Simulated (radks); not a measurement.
Question: Species: the cerium ion Ce+. Configuration: [Kr] 4d10 4f1.5 5s2 5p5.5 5d2 (fractional occupations, a model configuration). Calculated with a radial shooting solver on a logarithmic mesh with Libxc functionals: scalar-relativistic Kohn-Sham, LDA (Slater exchange, Perdew-Zunger correlation), spin-polarised, spherical densities, point nucleus; open shells are filled with parallel spins first (spin-orbit coupling, left out, can overturn this in heavy ions). Some entries of the table are withheld. Estimate them.

orbital  occ.  eigenvalue (hartree)  <r^2> (bohr^2)  r(max) (bohr)
1s up       1             -1478.504       0.0008220        0.01575
1s down     1             -1478.503       0.0008220        0.01575
2s up       1             -236.8192         0.01308        0.08914
2s down     1             -236.8163         0.01308        0.08914
2p up       3             -212.2096         0.01042        0.07169
2p down     3             -212.2070         0.01042        0.07169
3s up       1             -51.01293         0.08895         0.2549
3s down     1             -50.99753         0.08892         0.2549
3p up       3             -43.18532         0.08892         0.2494
3p down     3             -43.16987         0.08888         0.2494
3d up       5             -32.03646         0.07590         0.2051
3d down     5             -32.02340         0.07586         0.2050
4s up       1             -10.37028          0.4599         0.5933
4s down     1             -10.32903          0.4597         0.5932
4p up       3              -7.81636          0.5203         0.6195
4p down     3              -7.77471          0.5199         0.6194
4d up       5              -4.14126          0.6484         0.6532
4d down     5              -4.09840          0.6474         0.6530
5s up       1              -1.64142           2.628          1.376
5s down     1              -1.58663           2.625          1.374
5p up       3              -1.01259           3.604          1.556
5p down   2.5              -0.95712           3.611          1.555
4f up     1.5              -0.31617           1.837         0.7182
6s up       0                   (1)           17.87          3.554
5d up       2              -0.28736           9.420          2.220
4f down     0              -0.26782           1.837         0.7167
6s down     0                   (2)           19.44          3.639
5d down     0              -0.23831           10.32          2.240
6p up       0              -0.18802           28.15          4.425
6p down     0              -0.16298           32.24          4.657
6d up       0              -0.07092           87.49            (3)
6d down     0              -0.06448           104.4            (4)
5f up       0              -0.03882           172.1          9.828
5f down     0              -0.03650           213.0          11.39

Answer: 
(1) 6s up eigenvalue (hartree): -0.30071
(2) 6s down eigenvalue (hartree): -0.26423
(3) 6d up r(max) (bohr): 7.658
(4) 6d down r(max) (bohr): 8.399
